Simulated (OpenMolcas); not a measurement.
## W4+: ligand-field states by method

W4+ with its 6 nearest fluoride ions at 1.959 Å, on the Ga site of K2NaGaF6 (a = 8.246 Å, distance in the model lattice 1.938 Å). The rest of the host is ab initio model potentials to 7.6 Å, with orthogonalisation functions on the cations behind the ligands, and point charges beyond; the distance is set by hand and nothing relaxes, and no local charge compensation is placed. Ligand basis ANO-RCC-VDZP.
```
W     0.0000    0.0000    0.0000
F     1.9590    0.0000    0.0000
F     0.0000    1.9590    0.0000
F    -1.9590    0.0000    0.0000
F     0.0000   -1.9590    0.0000
F     0.0000    0.0000    1.9590
F     0.0000    0.0000   -1.9590
```

* Program: OpenMolcas 26.06
* Basis: ANO-RCC-VTZP [8s7p5d3f2g1h]
* Scalar Hamiltonian: DKH2, point nucleus
* Active space: 2 electrons in 5 orbitals (5d)
* State averaging: 2S+1 = 3 even, 10 roots; 2S+1 = 1 even, 15 roots
* Spin-orbit coupling: state interaction with AMFI integrals over the reference wave functions

I. CASSCF
II. SS-CASPT2, IPEA 0.25 Eh, imaginary shift 0.1 Eh (the lowest 17 gerade and 15 ungerade orbitals frozen, chosen by energy and not by shell, so the metal 5p can be frozen and 4f correlated)
III. SS-CASPT2, IPEA 0.25 Eh, imaginary shift 0.2 Eh (the lowest 17 gerade and 15 ungerade orbitals frozen, chosen by energy and not by shell, so the metal 5p can be frozen and 4f correlated)

Spin-free states (labels of O, the rotations of Oh) in cm-1, each column counted from its own energy of the first state listed:

```tsv
State	Degeneracy	I	II	III
3T1	3	0	0	0
1T2	3	9791	7480	7480
1E	2	9821	7570	7570
1A1	1	22854	17930	17930
3T2	3	36577	36720	36720
3T1	3	45277	43360	43360
1T2	3	47347	44640	44660
1T1	3	50017	47170	47170
3A2	1	74596	74810	74810
1E	2	86058	82420	82440
1A1	1	98527	91800	91810
```

From I to II, I's first state of the same spin (3T2) moves from 36577 to 36720 cm-1, by about +150 cm-1.

From I to II, I's first state of another spin (1T2) moves from 9791 to 7480 cm-1, by about -2300 cm-1.

II: A least-squares ligand-field fit to the states below 45000 cm-1, each weighted by its degeneracy and with a free common offset, gives 10Dq = 37766 cm-1, B = 548 cm-1 and C = 1957 cm-1 (C/B = 3.57), with an rms deviation of 167 cm-1. The same method and metal basis give the free ion B = 790 cm-1 (fit to its terms below 60000 cm-1, rms deviation 602 cm-1), so the nephelauxetic ratio is β = 548 / 790 = 0.69; it hangs on how both fits weigh the states, and computed free-ion B values tend to be too large, so β mixes covalency with correlation.

III: A least-squares ligand-field fit to the states below 45000 cm-1, each weighted by its degeneracy and with a free common offset, gives 10Dq = 37778 cm-1, B = 547 cm-1 and C = 1962 cm-1 (C/B = 3.59), with an rms deviation of 161 cm-1. 

χT at 300 K: I 0.15, II 0.14, III 0.14 cm3 K/mol.

The states above are spin-free; spin-orbit coupling is strong here and shifts and splits them by thousands of cm-1.

Roots that are degenerate in the reference are averaged as groups; the widest CASPT2 spread within a group is 220 cm-1 (the 3-fold group of multiplicity 1 near 47200 cm-1 above the lowest state of its run, II). Shifts and gaps below about the spread of the groups concerned are not significant. Over all roots computed the reference weight is 0.72 to 0.73 in II, 0.72 to 0.73 in III; a low but even weight reflects the number of correlated electrons. An orbital triplet at a regular site is open to Jahn-Teller coupling, which can distort the site and quench the lowest spin-orbit gaps and is left out. The least metal-like active orbital is 76 % on the metal (Löwdin) and no ligand orbital is active, so the numbers are rough. Ligand-to-metal charge-transfer states are missing. With no ligand orbital active B as a rule stays too high, so bands that hang on it stand too high and its fall with covalency is understated. Without dynamic correlation the repulsion within the d shell is too large (B by tens of per cent), so at a given field states of lower spin stand too high (holds for I). With metal d orbitals alone the field can be off either way by tens of per cent (holds for I). With one d shell and no ligand orbital active, 10Dq can be off by a tenth or more (holds for II; III). No measured value stands beside these numbers; the geometry was set by hand and not optimised.
